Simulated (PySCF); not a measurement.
**A small calculation by hand: chemical shift, span and skew from a shielding tensor**

C4H2ClF, SMILES C#C/C=C(/Cl)F. Atoms are numbered in the order given.

```xyz
8

C     -0.0543     3.1628     0.0000
C     -0.3569     1.9870     0.0000
C     -0.7454     0.6226     0.0000
C      0.1353    -0.3933     0.0000
F      1.4429    -0.2086     0.0000
Cl    -0.3100    -2.0569     0.0000
H      0.2205     4.2006     0.0000
H     -1.8082     0.3693     0.0000
```

The structure is a stationary point at B3LYP-D3(BJ)/def2-SVP. The structure was generated by enumeration; whether it is a known compound was not checked.

GIAO shieldings from PySCF with B3LYP/pcSseg-1, non-relativistic, no solvent. The symmetric part of the tensor of C4 has the principal values -94.3, 45.8, 59.5 ppm. The same nucleus in TMS has σ = 181.3 ppm at this level (PySCF, at its B3LYP-D3(BJ)/def2-TZVP geometry). Without spin–orbit terms, shifts of atoms bonded to Cl or Br come out too high.

### Question
Work out the isotropic shielding, the ¹³C shift against TMS, the span and the skew.

### Answer

σ(iso) = (σ11 + σ22 + σ33)/3 = 3.7 ppm. δ = σ(ref) − σ(iso) = 181.3 − (3.7) = 177.6 ppm.
Span Ω = σ33 − σ11 = 153.8 ppm. Skew κ = 3(σ(iso) − σ22)/Ω = -0.82. Tumbling in solution averages the tensor to δ; in a static solid the shielding alone would spread this spin-1/2 line over Ω.
